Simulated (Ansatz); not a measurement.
PPt3⁻, relaxed as a singlet with RKS B3LYP-D4/def2-SVPD in Ansatz, starting from the GFN2-xTB geometry. Force threshold 0.02 eV/Å.

In the def2 sets Pt takes a core potential; there is no spin–orbit coupling. The relaxation made no stability test and no search for a lower SCF solution. No other spin state of charge -1 was run. The structure comes from a short search, and lower isomers may exist.

Start:

```tsv
atom	x (Å)	y (Å)	z (Å)
P1	-0.3324	0.5466	-1.0063
Pt2	1.4153	-0.7667	-0.4088
Pt3	-1.2709	-1.0243	0.3291
Pt4	0.1881	1.2444	1.0861
```

| step | energy (eV) | largest force component (eV/Å) | SCF passes |
| --- | --- | --- | --- |
| 1 | -19035.4869 | 0.565 | 24 |
| 2 | -19035.6420 | 0.693 | 45 |
| 3 | -19035.8074 | 0.452 | 44 |
| 4 | -19035.8743 | 0.361 | 42 |
| 5 (rejected) | -19035.8724 | 0.323 | 37 |
| 6 | -19035.8868 | 0.094 | 36 |
| 7 | -19035.8917 | 0.112 | 35 |
| 8 | -19035.9002 | 0.132 | 36 |
| 9 | -19035.9181 | 0.215 | 36 |
| 10 | -19035.9468 | 0.277 | 37 |
| 11 | -19035.9762 | 0.294 | 36 |
| 12 | -19035.9872 | 0.491 | 43 |
| 13 | -19036.0183 | 0.064 | 36 |
| 14 | -19036.0187 | 0.018 | 32 |

Force components are those of the run's own axes.

End:

```xyz
4

P    -0.5160    0.5504   -0.5939
Pt    1.2491   -0.7720   -0.2488
Pt   -1.4055   -1.4085   -0.0841
Pt    0.6724    1.6301    0.9268
```

By distances, no bond broke or formed, bridged metal pairs apart. The bond that changes most is P1–Pt4, from 2.27 to 2.21 Å (atoms count from 1). Metal–metal contacts that move far: Pt3–Pt4 2.80 to 3.82 Å. The end is the same structure that another start reached, the lowest one found.

No frequencies were taken in this run, so the end may be a saddle point.

Run time 33 s (4 threads of AMD EPYC 7B13 on a shared host).
